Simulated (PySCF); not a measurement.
CHBF4O (SMILES OB(F)C(F)(F)F), singlet, at a GFN2-xTB geometry, atoms displaced at random by about 0.08 Å a coordinate. Base run: PBE/6-31G, gradient in PySCF.

PySCF was given this input:
```python
from pyscf import gto, scf, dft

mol = gto.M(
    atom='''
B     0.258624    0.739749    0.447649
C    -0.159118   -0.647168   -0.342572
F    -1.420525   -1.074232   -0.084881
F     0.804244   -1.642919   -0.310053
F    -0.327429   -0.150718   -1.630659
F     0.415452    0.755402    1.885832
O     0.392579    2.068651    0.100788
H     0.373973    2.345160   -0.613550
''',
    basis='6-31g',
    charge=0,
    spin=0,
    verbose=4,
)

mf = dft.RKS(mol)
mf.xc = 'pbe'
mf.kernel()
g = mf.nuc_grad_method()
grad = g.kernel()
```

The coordinate followed is x of atom 2.

Variants of this job, named by their change:

```csv
change,dE/dx (Eh/bohr),net force (Eh/bohr)
base,-0.018225,0.000302
finite difference step (bohr) = 0.01; conv_tol = 1e-11,-0.018235,-
finite difference step (bohr) = 0.2; conv_tol = 1e-11,-0.022824,-
conv_tol = 1e-4,-0.018291,0.000302
grids.level = 0; grid_response = on,-0.009734,0.000000
density fitting = on; auxbasis_response = off,-0.017958,0.002633
finite difference step (bohr) = 0.05; conv_tol = 1e-11,-0.018507,-
grids.level = 0; grid_response = off,-0.018902,0.014087
grids.level = 1; grid_response = on,-0.018107,0.000000
grid_response = on,-0.018230,0.000000
grids.level = 5; grid_response = off,-0.018223,0.000014
density fitting = on,-0.018224,0.000302
```

The net force is zero for an exact gradient.
